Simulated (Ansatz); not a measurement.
One change: `C=[CH][GeH3]` becomes `C=[CH][GeH2][CH]=C`.

Ansatz, PBE0-D4/def2-TZVP geometries, multiplicity 1. Each molecule was computed in one conformer, which needn't be the lowest.

Scalar relativity is left out up to krypton.

```csv
property,`C=[CH][GeH3]`
LUMO energy (PBE0/def2-TZVPP) / eV,-0.30
HOMO energy (PBE/def2-TZVPP) / eV,-6.82
size of the dipole moment (PBE/def2-TZVPP) / D,0.60
HOMO–LUMO gap (PBE/def2-TZVPP) / eV,5.49
HOMO energy (PBE0/def2-TZVPP) / eV,-7.94
LUMO energy (ωB97M-V/def2-TZVPP) / eV,1.82
```

Question: What does the change do to each property? (Estimate.)

Answer: The calculation gave: 
```csv
property,`C=[CH][GeH2][CH]=C`,shift
LUMO energy (PBE0/def2-TZVPP) / eV,-0.43,-0.13
HOMO energy (PBE/def2-TZVPP) / eV,-6.60,0.22
size of the dipole moment (PBE/def2-TZVPP) / D,0.68,0.08
HOMO–LUMO gap (PBE/def2-TZVPP) / eV,5.18,-0.31
HOMO energy (PBE0/def2-TZVPP) / eV,-7.71,0.23
LUMO energy (ωB97M-V/def2-TZVPP) / eV,1.62,-0.20
```

With PBE0 the HOMO rises by 0.23 eV and the LUMO falls by 0.13 eV, so the gap narrows by about 0.36 eV. PBE moves the HOMO by 0.22 eV and ωB97M-V by 0.25 eV. Dipoles are sizes alone; their direction can turn.
